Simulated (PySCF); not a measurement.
# Worked example: entropy of an ideal gas

OZn, SMILES [O]=[Zn].

Coordinates come from a PBE0-D3(BJ)/def2-TZVPD optimisation.

PySCF 2.14.0 with PBE0-D3(BJ)/def2-TZVPD gives the harmonic wavenumbers 749 cm⁻¹ and the rotational temperature 0.6524 K. The molar mass is 81.38 g/mol, the symmetry number 1, the spin multiplicity 1.

Q: Work out the entropy at 298.15 K and 1 atm in the rigid-rotor, harmonic-oscillator model.

A: 
Translation (Sackur–Tetrode at 1 atm): S = R[1.5 ln M + 2.5 ln T − 1.16487] = 163.6 J/(mol K).
Rotation: q = T/(σ θ) = 457, S = R[ln q + 1] = 59.2 J/(mol K).
Vibration: with u = 1.4388 ν/T, each mode gives R[u/(e^u − 1) − ln(1 − e^−u)]:
| ν (cm⁻¹) | modes | u | S (J/(mol K)) |
|---|---|---|---|
| 749 | 1 | 3.61 | 1.06 |
These are all the modes. Sum 1.1 J/(mol K).
Spin: R ln 1 = 0.0 J/(mol K).
Total 223.9 J/(mol K); the program's own thermochemistry gives 223.9. Translation makes up 73 % and vibration 0 %. Anharmonicity, hindered rotation and orbital degeneracy are left out.
